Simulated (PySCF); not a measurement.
# Nb+: interval between two levels

Nb+ [Kr] 4d4 [5D4, M_J = 4] → Nb+ [Kr] 4d3 5p1 [5G6, M_J = 6], as a difference of total energies. Calculation: PySCF 2.14, in x2c-TZVPall-2c (8s9p7d1f, 77 functions); the two-component X2C-1e Hamiltonian. Correlated levels: [Ar] 3d10 frozen; the 6 highest virtual spinors dropped. "Screened" scales the spin-orbit matrix elements by Boettger's factors to mimic the two-electron term; Breit and QED terms are absent.

```json
{"method": "GHF (spin-free)", "interval between two levels (cm⁻¹)": "30917"}
{"method": "GMP2 (spin-free)", "interval between two levels (cm⁻¹)": "33116"}
{"method": "GHF (screened spin-orbit)", "interval between two levels (cm⁻¹)": "31718"}
{"method": "GMP2 (screened spin-orbit)", "interval between two levels (cm⁻¹)": "33988"}
```

The labels give the starting determinants; with spin-orbit coupling the two ends relaxed to ⟨J²⟩ = 20.04, ⟨L²⟩ = 6.07, ⟨S²⟩ = 6.00 and ⟨J²⟩ = 42.01, ⟨L²⟩ = 20.05, ⟨S²⟩ = 5.99.
